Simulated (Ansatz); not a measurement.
`C[O][GeH2][CH3]` → CH₄ + `C[O][GeH]` at 600 K and 1 bar (germylene formation by 1,1-elimination).

Computed with Ansatz on PBE0-D4/def2-TZVP structures; ΔE is electronic, products minus reactants. CCSD(T)/CBS is the MP2 limit (def2-TZVPP, def2-QZVPP) plus CCSD(T) − MP2 in def2-TZVPP, frozen cores. This one scheme is used for every species. For Ge outer-core shells are correlated without core-valence functions, which leaves a few kJ/mol of doubt a bond. Scalar relativity is left out up to krypton. One conformer a species, not always the lowest.

```tsv
species	CCSD(T)/CBS energy (Eh)	H − E (kJ/mol)	S (J/(mol·K))
`C[O][GeH2][CH3]`	-2232.21365	309.9	444.1
CH₄	-40.46206	140.4	215.7
`C[O][GeH]`	-2191.71863	165.7	349.1
```

H − E and S are ideal-gas, rigid-rotor, harmonic terms from PBE0-D4/def2-TZVP, for one conformer and one mirror image of each species. 1 Eh = 2625.50 kJ/mol, R = 8.31446 J/(mol·K).

Q: By hand: ΔE, ΔH, ΔS and ΔG.

A: ΔE = (-40.46206) + (-2191.71863) − (-2232.21365) = 0.03296 Eh = 86.5 kJ/mol. Δ(H − E) = 140.4 + 165.7 − 309.9 = -3.8, so ΔH = 82.7 kJ/mol. ΔS = 215.7 + 349.1 − 444.1 = 120.7 J/(mol·K). ΔG = 82.7 − 600 × (120.7)/1000 = 10.3 kJ/mol.

Q: By hand: the equilibrium constant, and the temperature at which ΔG would vanish if ΔH and ΔS stayed fixed.

A: log₁₀ K = −ΔG/(RT ln 10) = -0.9. ΔG = 0 at ΔH/ΔS = 685 K.

The number of gas molecules changes by +1, which sets the sign of ΔS. A doubt of 5 kJ/mol in ΔE shifts log₁₀ K by 0.4 here. Other conformers and mirror images would add mixing entropy, several J/(mol·K) or more a flexible species. These are equilibria of isolated gas molecules and say nothing of rates. Largest T1 diagnostic: 0.016 (customary marks: 0.02 for closed shells, 0.045 for open ones).
